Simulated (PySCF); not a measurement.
Pyrazine N-oxide, C4H4N2O.
Atom-mapped SMILES: `[O-:1][n+:2]1[cH:3][cH:4][n:5][cH:6][cH:7]1` (hydrogens: H8 on C3; H9 on C4; H10 on C6; H11 on C7)

Theory: PySCF 2.14.0, PBE0-D3(BJ)/def2-SVP geometry optimisation, gas phase.

(1) List the bond lengths and angles at this level.

## Answers

(1) 
```csv
bond,length (Å)
O1–N2,1.239
"N2–C3, N2–C7",1.372
"C3–C4, C6–C7",1.382
"C4–N5, N5–C6",1.332
"C3–H8, C7–H11",1.089
"C4–H9, C6–H10",1.095
```

Bonds in one row agree within 0.01 Å and their mean is given. A selection of angles:
```csv
angle,degrees
O1–N2–C3,121.8
C3–N2–C7,116.5
N2–C3–C4,120.0
N2–C3–H8,114.6
C4–C3–H8,125.4
C3–C4–N5,124.2
C3–C4–H9,118.4
N5–C4–H9,117.5
C4–N5–C6,115.2
```

N2 (N-oxide nitrogen) is planar (angles 121.8°, 121.7° and 116.5°, sum 360.0°, 0.00 Å off the plane of its three neighbours). The 7 heavy atoms lie in one plane (0.000 Å rms). The C–N distances run from 1.332 Å (N5–C6, aromatic) to 1.372 Å (N2–C7, aromatic), a spread of 0.040 Å. The 6-membered ring N2–C3–C4–N5–C6–C7 has internal angles of 115.2° to 124.2° (sum 720°, against 720° for a flat polygon); it is planar, 0.00 Å rms from its mean plane, widest ring torsion 0°.

Point group: C2v (every atom within 0.08 Å of its image). Not checked by PBE0-D3(BJ)/def2-SVP frequencies.
